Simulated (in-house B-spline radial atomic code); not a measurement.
Configurations of F, with energies counted from [He] 2s2 2p5. Level of theory: non-relativistic LDA exchange-only, spin-polarised, spherical fractional occupations, point nucleus; calculated with an all-electron radial atomic-structure program (B-spline basis). Shells without spins written out take the highest spin.

Occupations are held fixed; configurations that lie above the ionisation limit could autoionise.

```csv
configuration,E - E(ref) (eV),highest orbital,its <r> (bohr)
[He] 2s2 2p4 3d1,14.871,3d up,10.66
"[He] 2s2 2p(2 up, 2 down) 3d(1 up, 0 down)",17.138,3d up,10.7
[He] 2s1 2p5 3s1,30.251,3s up,4.509
"[He] 2s(0 up, 1 down) 2p(2 up, 3 down) 3p(1 up, 0 down)",32.054,3p up,6.386
```

(1) Order these further configurations by energy, lowest first.
A. [He] 2s1 2p5 3d1
B. [He] 2s2 2p4 3s1
C. [He] 2s1 2p5 3p1
D. [He] 2s(0 up, 1 down) 2p6
E. [He] 2s2 2p(3 up, 1 down) 3p(1 up, 0 down)

## Answers

(1) B (11.791 eV), E (13.501 eV), D (18.15 eV), C (31.972 eV), A (33.344 eV).
